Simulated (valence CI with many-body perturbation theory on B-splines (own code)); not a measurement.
# E1 line list for Zr7+

Method: relativistic CI+MBPT: five valence electrons over a frozen Dirac-Fock core [Ar] 3d10, a basis of 11 s, 11 p, 10 d, 8 f, 5 g, 2 h functions for each j, with the one-electron correlation potential Σ1, the two-electron term Σ2, the three-electron term Σ3, Breit, model QED; selected CI, second order for the rest, scaled by the run's own slope (own B-spline code, finite nucleus).

No measured levels were compared; by estimate levels hold to about 250 cm⁻¹ or 0.2 % of their energy and the worst to 1 %, as in measured heavy ions of charge 2 to 7; those with d or f electrons hold less well. Among the levels kept, up to 3100 cm⁻¹ of a level comes from second order outside the variational space, and about a tenth of that is noise between levels of different J, which matters for small intervals.

Lines 351 to 400 of 591 in falling wavelength, among levels below 79.134 eV, chosen from the strongest by gf and those to the six lowest levels. Wavelengths and rates use the calculated energies, so an error of 600 cm⁻¹ moves a line at 320.2 Å by 0.19 % and its rate by three times that or more. Electric multipoles are in the length gauge, E1 and E2 with the static RPA response of the core. Weak lines are less certain than strong ones. Lines between different terms over intervals too small for the method are left out, as are lines whose strength nearly cancels. Where a level lies close to another of its J and parity, the split of strength between their lines is uncertain. The highest levels of a list are the least certain.

Names give the largest LS component (configuration and term), which can be under half, so a name can repeat, a term be missing and a line seem to break the LS rules; names also repeat where a configuration has a term twice. Letters in brackets count levels of one name in rising energy.

```tsv
λ vac (Å)	Upper	Lower	A (s⁻¹)	log gf	Branch %
320.2	4s 4p3 4d 2F°_5/2 [a]	4s 4p4 2D_3/2	1.86e+09	-0.77	19.7
320.1	4s2 4p2 4d 2P_3/2 [a]	4s2 4p3 2D°_3/2	1.80e+10	0.04	35.9
319.5	4s2 4p2 4f 2F°_5/2 [b]	4s2 4p2 4d 4D_3/2	7.72e+09	-0.15	15.2
319.4	4s2 4p2 4f 2F°_5/2 [a]	4s2 4p2 4d 2F_5/2 [a]	1.10e+10	0.00	23.1
318.5	4s2 4p2 4f 4F°_7/2 [b]	4s2 4p2 4d 4D_5/2	1.24e+10	0.18	23.4
318.4	4s2 4p 4d2 4G°_5/2	4s2 4p2 4d 4D_3/2	5.20e+09	-0.32	8.8
318.0	4s 4p3 4d 2F°_7/2 [b]	4s 4p4 2D_5/2	2.47e+09	-0.52	9.5
317.9	4s2 4p2 4f 4F°_5/2 [a]	4s2 4p2 4d 4F_3/2	1.24e+10	0.05	21.1
317.8	4s2 4p2 4f 4F°_7/2 [a]	4s2 4p2 4d 4F_5/2	8.78e+09	0.03	17.7
317.7	4s2 4p2 4f 4F°_5/2 [b]	4s2 4p2 4d 4F_5/2	1.92e+09	-0.76	4.1
317.7	4s2 4p 4d2 2D°_3/2	4s2 4p2 4d 4D_3/2	6.13e+09	-0.43	11.9
317.5	4s 4p3 4d 4P°_1/2 [b]	4s 4p4 2D_3/2	4.53e+09	-0.86	5.1
317.0	4s2 4p2 5p 4D°_3/2 [a]	4s 4p4 2D_3/2	3.12e+09	-0.73	32.9
316.7	4s2 4p 4d2 2D°_5/2	4s2 4p2 4d 4D_5/2	2.50e+09	-0.65	6.5
316.4	4s 4p3 4d 4D°_1/2 [b]	4s 4p4 4P_1/2	4.49e+09	-0.87	51.7
316.4	4s2 4p2 4f 2F°_7/2	4s2 4p2 4d 4D_5/2	1.24e+10	0.17	33.8
316.3	4s2 4p2 4d 2D_3/2 [b]	4s2 4p3 2P°_3/2	3.89e+08	-1.63	0.5
316.1	4s2 4p2 4d 4D_5/2	4s2 4p3 4S°_3/2	1.24e+09	-0.95	66.0
316.1	4s2 4p2 4f 4F°_3/2 [b]	4s2 4p2 4d 4F_5/2	2.20e+09	-0.88	4.0
315.5	4s2 4p2 5p 4D°_3/2 [b]	4s 4p4 2D_3/2	2.77e+09	-0.78	24.6
315.3	4s2 4p2 4f 4F°_3/2 [a]	4s2 4p2 4d 4F_3/2	9.86e+09	-0.23	16.0
314.7	4s2 4p2 4f 2G°_9/2 [b]	4s2 4p2 4d 2F_7/2 [a]	1.81e+10	0.43	26.6
314.5	4s2 4p2 4d 4P_5/2	4s2 4p3 2D°_5/2	2.93e+09	-0.58	3.3
314.0	4s2 4p2 4f 4F°_7/2 [b]	4s2 4p2 4d 4F_9/2	1.41e+09	-0.78	2.7
314.0	4s2 4p 4d2 4G°_5/2	4s2 4p2 4d 2F_5/2 [a]	1.36e+10	0.08	23.0
313.9	4s2 4p2 4d 2D_5/2 [b]	4s2 4p3 2P°_3/2	1.81e+09	-0.79	8.0
313.8	4s2 4p2 5p 2P°_3/2 [b]	4s 4p4 2P_1/2	7.65e+09	-0.35	20.0
313.6	4s2 4p2 4f 4F°_5/2 [b]	4s2 4p2 4d 4F_3/2	4.76e+09	-0.38	10.3
313.6	4s2 4p 4d2 4G°_7/2	4s2 4p2 4d 2F_5/2 [a]	1.97e+10	0.37	34.3
313.6	4s 4p3 4d 4D°_3/2 [b]	4s 4p4 4P_1/2	3.62e+09	-0.67	38.0
313.4	4s2 4p2 4f 2F°_5/2 [b]	4s2 4p2 4d 4F_7/2	1.97e+09	-0.76	3.9
313.3	4s2 4p 4d2 2D°_3/2	4s2 4p2 4d 2F_5/2 [a]	7.49e+09	-0.36	14.6
312.9	4s 4p3 4d 4D°_3/2 [c]	4s 4p4 2D_5/2	4.82e+09	-0.55	6.0
312.7	4s2 4p2 5p 2P°_3/2 [c]	4s 4p4 2P_1/2	3.30e+09	-0.71	6.6
311.9	4s 4p3 4d 2P°_1/2 [b]	4s 4p4 2S_1/2	1.47e+10	-0.37	56.4
311.9	4s2 4p 4d2 4G°_7/2	4s2 4p2 4d 4F_7/2	3.10e+09	-0.44	5.4
311.8	4s 4p3 4d 2P°_1/2 [a]	4s 4p4 2D_3/2	2.23e+10	-0.19	31.9
311.6	4s 4p3 4d 2F°_5/2 [c]	4s 4p4 2P_3/2	2.56e+09	-0.65	4.8
311.6	4s2 4p 4d2 2D°_5/2	4s2 4p2 4d 2F_7/2 [a]	7.60e+09	-0.18	20.0
311.5	4s2 4p2 4d 4P_3/2	4s2 4p3 2D°_5/2	2.22e+09	-0.89	2.8
311.4	4s2 4p2 4f 2F°_5/2 [a]	4s2 4p2 4d 4F_5/2	5.00e+09	-0.36	10.5
311.2	4s2 4p2 4f 2F°_7/2	4s2 4p2 4d 2F_7/2 [a]	3.45e+09	-0.40	9.4
310.5	4s2 4p2 4d 2P_1/2 [b]	4s2 4p3 2P°_3/2	1.63e+09	-1.33	2.6
309.8	4s2 4p2 4f 4D°_1/2	4s2 4p2 4d 4F_3/2	1.10e+10	-0.50	20.1
309.5	4s 4p3 4d 2P°_3/2 [a]	4s 4p4 2D_5/2	4.25e+10	0.39	62.1
309.1	4s2 4p 4d2 4G°_9/2	4s2 4p2 4d 4F_9/2	2.41e+09	-0.46	3.4
308.9	4s2 4p2 4d 4P_5/2	4s2 4p3 2D°_3/2	1.82e+09	-0.81	2.1
308.9	4s2 4p2 4f 2G°_9/2 [b]	4s2 4p2 4d 4F_7/2	2.43e+10	0.54	35.7
308.4	4s2 4p 4d2 4G°_9/2	4s2 4p2 4d 2F_7/2 [a]	1.35e+09	-0.72	1.9
307.9	4s2 4p2 4d 2P_1/2 [a]	4s2 4p3 2D°_3/2	2.20e+10	-0.20	40.0
```

(1) How does gf follow from A for the line at 320.1 Å?

## Answers

(1) gf = 1.4992 × (2J+1)_upper × A / σ², with σ = 312392 cm⁻¹ and 2J+1 = 4: gf = 1.11.
